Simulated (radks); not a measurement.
Spherical quantum dot in the effective-mass picture: electrons in a well V = -V0 / (1 + exp((r - R)/a)) with V0 = 10.5, R = 3.06, a = 0.19, all in effective atomic units (hartree* = m*/eps^2 hartree, bohr* = eps/m* bohr), one dielectric constant everywhere. Calculated with a radial shooting solver with Libxc functionals: non-relativistic Kohn-Sham, LDA (Slater exchange, Perdew-Wang correlation), spin-polarised, spherical densities. Levels are named by radial order and angular momentum (1s, 1p, 1d, 2s, ...), and open shells are averaged over m. Each electron was tried in the lowest free levels, single moves between levels near the top were tried too, and the lowest total energy was kept; such a search can miss a lower state. The series stops at N = 18: beyond it a trial failed or the search could not be trusted, so later rows were left out. At N = 1 the Hartree and exchange-correlation terms need not cancel, so that row can carry a self-interaction error.

\begin{tabular}{lrrrrrrr}
N & open shells & 2S & E (hartree*) & mu = E(N) - E(N-1) (hartree*) & addition energy mu(N+1) - mu(N) (hartree*) & e(HOMO) (hartree*) & rms radius (bohr*) \\ \hline
1 & 1s(up 1, down 0) & 1 & -9.91905 & -9.9190 & 0.5283 & -9.7126 & 1.615 \\
2 & none & 0 & -19.3097 & -9.3907 & 0.9232 & -9.1795 & 1.679 \\
3 & 1p(up 1, down 0) & 1 & -27.7772 & -8.4675 & 0.4105 & -8.2646 & 1.793 \\
4 & 1p(up 2, down 0) & 2 & -35.8342 & -8.0570 & 0.4190 & -7.8482 & 1.858 \\
5 & 1p(up 3, down 0) & 3 & -43.4722 & -7.6380 & 0.5296 & -7.4276 & 1.903 \\
6 & 1p(up 3, down 1) & 2 & -50.5807 & -7.1084 & 0.3989 & -6.9107 & 1.940 \\
7 & 1p(up 3, down 2) & 1 & -57.2902 & -6.7095 & 0.4055 & -6.5073 & 1.970 \\
8 & none & 0 & -63.5942 & -6.3040 & 0.9772 & -6.1004 & 1.997 \\
9 & 1d(up 1, down 0) & 1 & -68.9210 & -5.3268 & 0.3884 & -5.1329 & 2.031 \\
10 & 1d(up 2, down 0) & 2 & -73.8594 & -4.9384 & 0.3895 & -4.7437 & 2.060 \\
11 & 1d(up 3, down 0) & 3 & -78.4083 & -4.5489 & 0.3898 & -4.3540 & 2.085 \\
12 & 1d(up 4, down 0) & 4 & -82.5673 & -4.1591 & 0.3896 & -3.9642 & 2.107 \\
13 & 1d(up 5, down 0) & 5 & -86.3368 & -3.7695 & 0.4901 & -3.5749 & 2.127 \\
14 & 1d(up 5, down 1) & 4 & -89.6162 & -3.2794 & 0.3787 & -3.0903 & 2.145 \\
15 & 1d(up 5, down 2) & 3 & -92.5168 & -2.9006 & 0.3798 & -2.7109 & 2.162 \\
16 & 1d(up 5, down 3) & 2 & -95.0377 & -2.5208 & 0.3802 & -2.3308 & 2.177 \\
17 & 1d(up 5, down 4) & 1 & -97.1783 & -2.1406 & 0.3802 & -1.9505 & 2.192 \\
18 & none & 0 & -98.9387 & -1.7604 & - & -1.5704 & 2.205 \\
\end{tabular}

All shells are closed at N = 2, 8, 18 (there: 1s2 1p6 1d10); the second difference of the energy has clear peaks (12 % above both neighbours; the first and last values, which can be the largest, are not judged, and half-filled shells can peak too) at N = 2, 5, 8, 13.
